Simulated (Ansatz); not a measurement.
This geometry of BF2HO + FH (7 atoms, charge 0, multiplicity 1) is a first-order saddle point.

Theory: RKS PBE-D4/def2-SVP in Ansatz 0.2.0.

```xyz
7
Properties=species:S:1:pos:R:3
B 0.003 0.135 0.118
O 0.013 -0.084 1.603
H -0.858 -0.418 1.892
F 1.135 -0.186 -0.516
F -1.179 -0.113 -0.480
F 0.071 1.779 0.468
H 0.028 1.208 1.434
```

Problem. Which two structures does it join? (They come from a converged band through this point; their orientation in space is the band's.)

Solution. Bonds broken: F6–H7. Bonds formed: B1–F6, O2–H7. BF2HO + FH becomes BF3H2O.

Image 0:

```xyz
7
Properties=species:S:1:pos:R:3
B -0.053 -0.249 0.097
O -0.031 -0.282 1.473
H -0.931 -0.398 1.832
F 1.096 -0.190 -0.556
F -1.198 -0.361 -0.578
F 0.076 2.250 0.819
H 0.255 1.551 1.430
```

Image 8:

```xyz
7
Properties=species:S:1:pos:R:3
B 0.011 0.399 -0.089
O 0.047 0.009 1.670
H -0.841 -0.372 1.832
F 1.120 -0.204 -0.559
F -1.188 -0.163 -0.416
F 0.032 1.762 -0.014
H 0.033 0.892 2.095
```

Problem. How far does it lie above each of them?

Solution. 0.33 eV above the first and 0.83 eV above the second. This is the barrier of this one path; another mechanism may lie lower. The orbitals stay closed-shell, which can raise the energy where a bond breaks towards radicals; this wasn't checked here.

Time of the run: 26 s on 2 threads of AMD EPYC 9R45 96-Core Processor (Zen 5), with other jobs on the host, peak memory 0.16 GiB.
